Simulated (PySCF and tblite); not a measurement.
Values are calculated unless marked as measured or tabulated.
C4H6BNO2, numbered as in [N:1]#[C:2][C@@H:3]1[CH2:4][CH2:5][O:6][BH:7][O:8]1.

Level: PBE0-D3(BJ)/def2-SVP (IEF-PCM, dimethylsulfoxide)//GFN2-xTB, thermal terms from GFN2-xTB, symmetry numbers and mirror pairs counted. Conformers within 3 kcal/mol (GFN2-xTB free energy) were kept, 10 at most. GIAO shieldings: wB97X-D/pcSseg-1 (IEF-PCM, dimethylsulfoxide). Shifts are against TMS (¹H), TMS (¹³C) at the same level; of two unlike H on one atom, a is the less shielded. Run with PySCF (density fitting) and tblite.

Task: Predict the averaged NMR shifts at 298.15 K.

Result: ¹H: 5.25 (H3, 1H), 4.57 (H5a, 1H), 4.48 (H5b, 1H), 3.78 (H7, 1H), 2.48 (H4a, 1H), 2.33 (H4b, 1H) ppm. ¹³C: 129.4 (C2), 63.8 (C5), 61.8 (C3), 36.4 (C4) ppm.

Task: How do the conformers differ?

Result: The 6-ring runs over atoms 3–4–5–6–7–8.
```csv
conformer,shape,weight %
1,"6-ring envelope (ring torsions 52, -27, -1, 1, 27, -52°)",54.6
2,"6-ring envelope (ring torsions -52, 27, 0, 1, -28, 53°)",45.4
```

```json
{"signal": "H3", "1": "5.24", "2": "5.27", "average": "5.25"}
{"signal": "H4a", "1": "2.39", "2": "2.59", "average": "2.48"}
{"signal": "H4b", "1": "2.42", "2": "2.23", "average": "2.33"}
{"signal": "H5a", "1": "4.46", "2": "4.69", "average": "4.57"}
{"signal": "H5b", "1": "4.46", "2": "4.50", "average": "4.48"}
{"signal": "H7", "1": "3.78", "2": "3.79", "average": "3.78"}
{"signal": "C2", "1": "129.2", "2": "129.7", "average": "129.4"}
{"signal": "C3", "1": "62.2", "2": "61.3", "average": "61.8"}
{"signal": "C4", "1": "36.9", "2": "35.8", "average": "36.4"}
{"signal": "C5", "1": "64.7", "2": "62.7", "average": "63.8"}
```

Shifts are unscaled: against experiment ¹³C can be off by 15 ppm or more and ¹H by 0.8 ppm.


Conformer gaps in def2-SVP on xTB geometries can be 2 kcal/mol too large for S=O, P=O and other polar bonds.